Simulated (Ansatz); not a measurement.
All numbers were calculated with Ansatz.

A structure relaxed at PBE0-D4/def2-TZVP, charge 0, multiplicity 2:

```json
{"atom": "N1", "x (Å)": "-1.273", "y (Å)": "1.164", "z (Å)": "-0.555"}
{"atom": "Si2", "x (Å)": "-0.648", "y (Å)": "-0.428", "z (Å)": "-0.711"}
{"atom": "F3", "x (Å)": "-1.808", "y (Å)": "-1.360", "z (Å)": "-0.089"}
{"atom": "Si4", "x (Å)": "1.348", "y (Å)": "-0.637", "z (Å)": "0.542"}
{"atom": "H5", "x (Å)": "-0.753", "y (Å)": "1.955", "z (Å)": "-0.901"}
{"atom": "H6", "x (Å)": "-2.268", "y (Å)": "1.322", "z (Å)": "-0.607"}
{"atom": "H7", "x (Å)": "2.292", "y (Å)": "0.384", "z (Å)": "0.006"}
{"atom": "H8", "x (Å)": "1.928", "y (Å)": "-1.985", "z (Å)": "0.309"}
{"atom": "H9", "x (Å)": "1.181", "y (Å)": "-0.417", "z (Å)": "2.006"}
```

Task: Give its formula and SMILES.

Result: FH5NSi2, `N[Si](F)[SiH3]`.

Task: Summarise the bond lengths by kind.

Result: 1 × N–Si 1.718 Å; 2 × H–N 1.008 to 1.009 Å; 1 × F–Si 1.613 Å; 1 × Si–Si 2.366 Å; 3 × H–Si 1.486 to 1.490 Å.
